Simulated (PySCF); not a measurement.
CH3Br2In, SMILES [CH3][In]([Br])[Br].

Coordinates come from a PBE-D3(BJ)/def2-SVP optimisation. The structure was generated by enumeration; whether it is a known compound was not checked. The def2 effective core potentials stand for the cores of In; spin–orbit coupling is left out.

Level of theory: PBE-D3(BJ)/def2-SVP (PySCF 2.14.0).

Frequencies are harmonic and unscaled.

A small imaginary wavenumber (i) marks a very flat motion, where grid noise or a shallow saddle decides the sign.

Q: List the normal modes with their intensities. (The exact figures need the calculation; the answer reports its results.)

A: 
```csv
mode,ν (cm⁻¹),IR (km/mol),moving atoms (share of kinetic energy)
1,15i,0.0,H 99 %
2,65,2.7,"Br 74 %, In 24 %"
3,88,2.3,"C 56 %, H 26 %, Br 11 %"
4,90,1.6,"In 41 %, C 31 %, H 16 %, Br 12 %"
5,224,13.5,"Br 71 %, In 24 %"
6,255,43.5,"Br 52 %, In 48 %"
7,487,13.6,"C 70 %, H 16 %, In 13 %"
8,698,18.9,"H 86 %, C 14 %"
9,723,52.5,"H 85 %, C 15 %"
10,1121,5.4,"H 83 %, C 17 %"
11,1373,1.9,H 95 %
12,1374,3.6,H 95 %
13,2998,0.3,H 98 %
14,3120,0.0,"H 90 %, C 10 %"
15,3134,0.1,"H 90 %, C 10 %"
```
